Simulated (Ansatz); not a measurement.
Reaction (stannylene formation by 1,1-elimination): `C[CH2][SnH]([F])[Cl]` → `C[CH2][Sn][Cl]` + H–F

Isolated molecules relaxed with PBE0-D4/def2-TZVP in Ansatz; ΔE leaves out vibrations. CCSD(T)/CBS adds triple-zeta CCSD(T) − MP2 to the extrapolated MP2 energy (def2 sets, frozen cores). This one scheme is used for every species. Functionals use def2-TZVPP. B3LYP here is the variant with VWN-RPA as its local correlation; programs differ in this. Elements past krypton have def2 core potentials. For Sn outer-core shells are correlated without core-valence functions, which leaves a few kJ/mol of doubt a bond. Each species was taken in one conformer, which may not be the lowest.

`C[CH2][SnH]([F])[Cl]`:

Cartesian coordinates in Å:
```
C 0.496 0.048 1.395
C -0.573 0.538 0.429
Sn -0.303 -0.270 -1.521
F -0.327 -2.178 -1.287
Cl 1.872 0.186 -2.204
H 1.497 0.333 1.065
H 0.338 0.479 2.388
H 0.476 -1.038 1.496
H -0.563 1.626 0.328
H -1.576 0.247 0.749
H -1.337 0.029 -2.838
```

`C[CH2][Sn][Cl]`:

```xyz
9

C    -0.776    0.535    0.305
C     0.097   -0.714    0.340
Sn    2.197   -0.353   -0.170
Cl    1.700    0.587   -2.303
H    -0.751    1.006   -0.680
H    -1.821    0.302    0.534
H    -0.452    1.283    1.035
H     0.069   -1.193    1.325
H    -0.262   -1.454   -0.386
```

H–F:

```xyz
2

F     0.385   -0.132   -0.215
H    -0.385    0.132    0.215
```

(1) Is it downhill or uphill in electronic energy at CCSD(T)/CBS, and by how much? (Best estimate.)

(2) What do these levels give: PBE0-D4, B3LYP-D4, ωB97X-V, B2PLYP, B3LYP, HF/def2-TZVPP, MP2/def2-TZVPP, SCS-MP2/def2-TZVPP, CCSD(T)/def2-TZVPP, HF/CBS(def2), MP2/CBS(def2), CCSD/CBS(def2)? (Estimate.)

Largest T1 diagnostic among the species: 0.013.

Results:

(1) The calculation gave: Uphill: ΔE = +21.2 kcal/mol.

(2) Computed: PBE0-D4 20.6, B3LYP-D4 17.5, ωB97X-V 25.4, B2PLYP 18.7, B3LYP 16.6, HF/def2-TZVPP 21.4, MP2/def2-TZVPP 19.4, SCS-MP2/def2-TZVPP 19.4, CCSD(T)/def2-TZVPP 20.8, HF/CBS(def2) 22.1, MP2/CBS(def2) 19.9, CCSD/CBS(def2) 20.8 kcal/mol.

From PBE to PBE0 (25 % exact exchange), in def2-TZVPP and without D4, ΔE moves by +2.0 kcal/mol. The D4 term adds +0.9 kcal/mol with B3LYP and +0.6 kcal/mol with PBE0; it sums over pairs of atoms, weighted by their polarisabilities, and B3LYP, whose exchange is more repulsive, gets the larger term.
